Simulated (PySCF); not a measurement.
C2F4, charge +1, doublet, at a GFN2-xTB geometry (a state made from the parent by changing its charge; the spin is typed, not shown lowest); CCSD/STO-3G run with PySCF.

Here is a job for PySCF.
```python
from pyscf import gto, scf, cc

mol = gto.M(
    atom='''
F    -1.352717    0.000828    1.122684
C    -0.708521   -0.026139    0.022923
F    -1.418627   -0.103069   -1.033023
C     0.708521    0.026139   -0.022923
F     1.352717   -0.000828   -1.122684
F     1.418627    0.103069    1.033023
''',
    basis='sto-3g',
    charge=1,
    spin=1,
    verbose=4,
)

mf = scf.UHF(mol)
mf.kernel()

mycc = cc.CCSD(mf)
mycc.kernel()
print('E(CCSD) = %.10f' % mycc.e_tot)
mf.analyze()
```

**Question.** What does PySCF print? Leave out banner, timings and long lists.

**Answer.** 
```
PySCF version 2.14.0

[INPUT] verbose = 4
[INPUT] num. atoms = 6
[INPUT] num. electrons = 47
[INPUT] charge = 1
[INPUT] spin (= nelec alpha-beta = 2S) = 1
[INPUT] symmetry False subgroup None
[INPUT] Mole.unit = angstrom
[INPUT] Symbol           X                Y                Z      unit          X                Y                Z       unit  Magmom
[INPUT]  1 F     -1.352717000000   0.000828000000   1.122684000000 AA   -2.556264654043   0.001564693231   2.121565284431 Bohr   0.0
[INPUT]  2 C     -0.708521000000  -0.026139000000   0.022923000000 AA   -1.338910643503  -0.049395551170   0.043318191953 Bohr   0.0
[INPUT]  3 F     -1.418627000000  -0.103069000000  -1.033023000000 AA   -2.680816502913  -0.194772181933  -1.952130550377 Bohr   0.0
[INPUT]  4 C      0.708521000000   0.026139000000  -0.022923000000 AA    1.338910643503   0.049395551170  -0.043318191953 Bohr   0.0
[INPUT]  5 F      1.352717000000  -0.000828000000  -1.122684000000 AA    2.556264654043  -0.001564693231  -2.121565284431 Bohr   0.0
[INPUT]  6 F      1.418627000000   0.103069000000   1.033023000000 AA    2.680816502913   0.194772181933   1.952130550377 Bohr   0.0

nuclear repulsion = 246.537622533397
number of shells = 18
number of NR pGTOs = 90
number of NR cGTOs = 30
basis = sto-3g
ecp = {}

******** <class 'pyscf.scf.uhf.UHF'> ********
method = UHF
initial guess = minao
damping factor = 0
level_shift factor = 0
DIIS = <class 'pyscf.scf.diis.CDIIS'>
diis_start_cycle = 1
diis_space = 8
diis_damp = 0
SCF conv_tol = 1e-09
SCF conv_tol_grad = None
SCF max_cycles = 50
direct_scf = True
direct_scf_tol = 1e-13
number electrons alpha = 24  beta = 23
Set gradient conv threshold to 3.16228e-05
init E= -468.29895286322

cycle= 1 E= -466.353115107722  delta_E= 1.95  |g|= 0.651  |ddm|= 2.48
cycle= 2 E= -466.601303953915  delta_E= -0.248  |g|= 0.289  |ddm|= 1.18
cycle= 3 E= -466.649202580999  delta_E= -0.0479  |g|= 0.0363  |ddm|= 0.353
cycle= 4 E= -466.650857819435  delta_E= -0.00166  |g|= 0.00625  |ddm|= 0.0927
cycle= 5 E= -466.65091987508  delta_E= -6.21e-05  |g|= 0.00195  |ddm|= 0.0161
cycle= 6 E= -466.650925991592  delta_E= -6.12e-06  |g|= 0.000732  |ddm|= 0.00495
cycle= 7 E= -466.650927343971  delta_E= -1.35e-06  |g|= 0.000227  |ddm|= 0.00277
cycle= 8 E= -466.650927468061  delta_E= -1.24e-07  |g|= 2.9e-05  |ddm|= 0.00102
cycle= 9 E= -466.650927469374  delta_E= -1.31e-09  |g|= 1.16e-05  |ddm|= 7.95e-05
cycle= 10 E= -466.650927469659  delta_E= -2.85e-10  |g|= 2.23e-06  |ddm|= 4.04e-05
Extra cycle  E= -466.650927469666  delta_E= -7.28e-12  |g|= 1.18e-06  |ddm|= 3.98e-06
converged SCF energy = -466.650927469666  <S^2> = 0.75183006  2S+1 = 2.0018292

******** <class 'pyscf.cc.uccsd.UCCSD'> ********
CC2 = 0
CCSD nocc = (np.int64(24), np.int64(23)), nmo = (30, 30)
max_cycle = 50
direct = 0
conv_tol = 1e-07
conv_tol_normt = 1e-06
diis_space = 6
diis_start_cycle = 0
diis_start_energy_diff = 1e+09
Init t2, MP2 energy = -0.200668279650308
Init E_corr(UCCSD) = -0.200668279651656
cycle = 1  E_corr(UCCSD) = -0.21554957417888  dE = -0.0148812945  norm(t1,t2) = 0.121288
cycle = 2  E_corr(UCCSD) = -0.231102853494363  dE = -0.0155532793  norm(t1,t2) = 0.0377464
cycle = 3  E_corr(UCCSD) = -0.231764611318225  dE = -0.000661757824  norm(t1,t2) = 0.0219112
cycle = 4  E_corr(UCCSD) = -0.235225605808774  dE = -0.00346099449  norm(t1,t2) = 0.0102022
cycle = 5  E_corr(UCCSD) = -0.235035516376844  dE = 0.000190089432  norm(t1,t2) = 0.00215623
cycle = 6  E_corr(UCCSD) = -0.234999098648639  dE = 3.64177282e-05  norm(t1,t2) = 0.00071653
cycle = 7  E_corr(UCCSD) = -0.235017031852974  dE = -1.79332043e-05  norm(t1,t2) = 0.000269963
cycle = 8  E_corr(UCCSD) = -0.235012422688643  dE = 4.60916433e-06  norm(t1,t2) = 5.70883e-05
cycle = 9  E_corr(UCCSD) = -0.235013252937463  dE = -8.3024882e-07  norm(t1,t2) = 2.09288e-05
cycle = 10  E_corr(UCCSD) = -0.235012771879628  dE = 4.81057835e-07  norm(t1,t2) = 6.67955e-06
cycle = 11  E_corr(UCCSD) = -0.235013062685187  dE = -2.90805558e-07  norm(t1,t2) = 1.72804e-06
cycle = 12  E_corr(UCCSD) = -0.235013081867849  dE = -1.91826628e-08  norm(t1,t2) = 6.02626e-07
UCCSD converged
E(UCCSD) = -466.8859405515338  E_corr = -0.2350130818678494
E(CCSD) = -466.8859405515
**** SCF Summaries ****
Total Energy =                        -466.650927469665930
Nuclear Repulsion Energy =             246.537622533397325
One-electron Energy =                -1127.767875924119380
Two-electron Energy =                  414.579325921056181
Two-electron Coulomb Energy =          465.114379187633347
DFT Exchange-Correlation Energy =      -50.535053266577165
**** MO energy ****
                             alpha | beta                alpha | beta
MO #1   energy= -26.4112468539836  | -26.407981453739   occ= 1 | 1
MO #2   energy= -26.4112465733509  | -26.4079732439488  occ= 1 | 1
MO #3   energy= -26.4111681832699  | -26.4079129345967  occ= 1 | 1
MO #4   energy= -26.4110974375261  | -26.4078413038346  occ= 1 | 1
MO #5   energy= -11.6273144340723  | -11.6190183462455  occ= 1 | 1
MO #6   energy= -11.6271745141023  | -11.6189316909689  occ= 1 | 1
MO #7   energy= -1.97604149932772  | -1.95938519075918  occ= 1 | 1
MO #8   energy= -1.95768456891725  | -1.94314021646654  occ= 1 | 1
MO #9   energy= -1.89890961751915  | -1.88460294610149  occ= 1 | 1
MO #10  energy= -1.88850944150439  | -1.87404307861074  occ= 1 | 1
MO #11  energy= -1.34483768284072  | -1.29449101654994  occ= 1 | 1
MO #12  energy= -1.10222745107636  | -1.08800169133769  occ= 1 | 1
MO #13  energy= -1.05788423512246  | -1.05087293581537  occ= 1 | 1
MO #14  energy= -1.04103024975855  | -1.02010009300223  occ= 1 | 1
MO #15  energy= -1.02643086619974  | -0.962195443787233 occ= 1 | 1
MO #16  energy= -0.967051039023545 | -0.956279185308219 occ= 1 | 1
MO #17  energy= -0.958619715341413 | -0.907419789271443 occ= 1 | 1
MO #18  energy= -0.903340799591415 | -0.897740721111942 occ= 1 | 1
MO #19  energy= -0.872304878010835 | -0.837080279874711 occ= 1 | 1
MO #20  energy= -0.868348630625051 | -0.836968061495756 occ= 1 | 1
MO #21  energy= -0.84082674775083  | -0.799304206320209 occ= 1 | 1
MO #22  energy= -0.840431979676624 | -0.797890755970801 occ= 1 | 1
MO #23  energy= -0.794036024904641 | -0.786632272882291 occ= 1 | 1
MO #24  energy= -0.605652705210752 | -0.204886665044832 occ= 1 | 0
MO #25  energy= -0.106275011080258 | 0.0370853520880442 occ= 0 | 0
MO #26  energy= 0.192233510704601  | 0.204318906761541  occ= 0 | 0
MO #27  energy= 0.195539857097476  | 0.231716925461593  occ= 0 | 0
MO #28  energy= 0.313968474442973  | 0.336243851980001  occ= 0 | 0
MO #29  energy= 0.471416017460471  | 0.484652433809631  occ= 0 | 0
MO #30  energy= 0.539730999247453  | 0.553380462126572  occ= 0 | 0

To work with the spin densities directly, `use mulliken_meta_spin()` only printing them here.

 ** Mulliken spin pop alpha/beta on meta-lowdin orthogonal AOs **
 ** Mulliken Spin Density (per AO)  **
spin_pop of  0 F 1s       -0.00000
spin_pop of  0 F 2s        0.00297
spin_pop of  0 F 2px      -0.00450
spin_pop of  0 F 2py       0.09386
spin_pop of  0 F 2pz      -0.01090
spin_pop of  1 C 1s       -0.00001
spin_pop of  1 C 2s        0.01819
spin_pop of  1 C 2px      -0.00139
spin_pop of  1 C 2py       0.31044
spin_pop of  1 C 2pz       0.00990
spin_pop of  2 F 1s       -0.00000
spin_pop of  2 F 2s        0.00297
spin_pop of  2 F 2px      -0.00536
spin_pop of  2 F 2py       0.09381
spin_pop of  2 F 2pz      -0.00998
spin_pop of  3 C 1s       -0.00001
spin_pop of  3 C 2s        0.01819
spin_pop of  3 C 2px      -0.00139
spin_pop of  3 C 2py       0.31044
spin_pop of  3 C 2pz       0.00990
spin_pop of  4 F 1s       -0.00000
spin_pop of  4 F 2s        0.00297
spin_pop of  4 F 2px      -0.00450
spin_pop of  4 F 2py       0.09386
spin_pop of  4 F 2pz      -0.01090
spin_pop of  5 F 1s       -0.00000
spin_pop of  5 F 2s        0.00297
spin_pop of  5 F 2px      -0.00536
spin_pop of  5 F 2py       0.09381
spin_pop of  5 F 2pz      -0.00998
 ** Mulliken Spin Density (per atom)  **
spin density of  0 F =      0.08143
spin density of  1 C =      0.33713
spin density of  2 F =      0.08143
spin density of  3 C =      0.33713
spin density of  4 F =      0.08143
spin density of  5 F =      0.08143
 ** Mulliken pop alpha/beta on meta-lowdin orthogonal AOs **
 ** Mulliken pop       alpha | beta **
pop of  0 F 1s        0.99997 | 0.99997
pop of  0 F 2s        0.93070 | 0.92773
pop of  0 F 2px       0.88514 | 0.88965
pop of  0 F 2py       0.95095 | 0.85709
pop of  0 F 2pz       0.73898 | 0.74988
pop of  1 C 1s        0.99996 | 0.99996
pop of  1 C 2s        0.52383 | 0.50564
pop of  1 C 2px       0.46299 | 0.46438
pop of  1 C 2py       0.59735 | 0.28691
pop of  1 C 2pz       0.40437 | 0.39447
pop of  2 F 1s        0.99997 | 0.99997
pop of  2 F 2s        0.93070 | 0.92773
pop of  2 F 2px       0.86742 | 0.87278
pop of  2 F 2py       0.94992 | 0.85611
pop of  2 F 2pz       0.75774 | 0.76772
pop of  3 C 1s        0.99996 | 0.99996
pop of  3 C 2s        0.52383 | 0.50564
pop of  3 C 2px       0.46299 | 0.46438
pop of  3 C 2py       0.59735 | 0.28691
pop of  3 C 2pz       0.40437 | 0.39447
pop of  4 F 1s        0.99997 | 0.99997
pop of  4 F 2s        0.93070 | 0.92773
pop of  4 F 2px       0.88514 | 0.88965
pop of  4 F 2py       0.95095 | 0.85709
pop of  4 F 2pz       0.73898 | 0.74988
pop of  5 F 1s        0.99997 | 0.99997
pop of  5 F 2s        0.93070 | 0.92773
pop of  5 F 2px       0.86742 | 0.87278
pop of  5 F 2py       0.94992 | 0.85611
pop of  5 F 2pz       0.75774 | 0.76772
In total            24.00000 | 23.00000
 ** Mulliken atomic charges   ( Nelec_alpha | Nelec_beta ) **
charge of  0F =      0.06993  (     4.50575      4.42432 )
charge of  1C =      0.36013  (     2.98850      2.65137 )
charge of  2F =      0.06993  (     4.50575      4.42432 )
charge of  3C =      0.36013  (     2.98850      2.65137 )
charge of  4F =      0.06993  (     4.50575      4.42432 )
charge of  5F =      0.06993  (     4.50575      4.42432 )

WARN: System has nonzero charge 1; the dipole moment is origin-dependent.
Location of origin: [0. 0. 0.]

Dipole moment(X, Y, Z, Debye): -0.00000, -0.00000,  0.00000
```
